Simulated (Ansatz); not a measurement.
Isomers of CH₃NOSi, relaxed with PBE0-D4/def2-TZVP in Ansatz; electronic energies, one conformer each and not always the lowest. Functionals use def2-TZVPP; CBS adds triple-zeta CCSD(T) − MP2 to the MP2 limit of def2-TZVPP and def2-QZVPP.

**Question.** Order them by energy at frozen-core CCSD(T)/CBS, lowest first. (An estimate is asked.)
A. `N#CO[SiH3]`
B. `O[SiH]1C=N1`
C. `O=C=N[SiH3]`
D. `O=C1N[SiH2]1`
E. `N=C1O[SiH2]1`

**Answer.** C (0.0 kJ/mol), B (90.4 kJ/mol), A (96.7 kJ/mol), D (171.6 kJ/mol), E (182.3 kJ/mol).

**Question.** How do B3LYP, PBE-D4, B3LYP-D4, HF/CBS(def2) place them (kJ/mol, against `O=C=N[SiH3]`)? (Best estimate.)

**Answer.** Ansatz gave: 
| isomer | B3LYP | PBE-D4 | B3LYP-D4 | HF/CBS(def2) |
| --- | --- | --- | --- | --- |
| `N#CO[SiH3]` | 115.1 | 124.3 | 115.0 | 101.8 |
| `O=C1N[SiH2]1` | 181.6 | 151.8 | 179.9 | 223.7 |
| `O[SiH]1C=N1` | 126.5 | 116.6 | 124.5 | 135.3 |
| `N=C1O[SiH2]1` | 200.2 | 174.8 | 198.8 | 241.0 |

B3LYP here is the variant with VWN-RPA as its local correlation; programs differ in this.
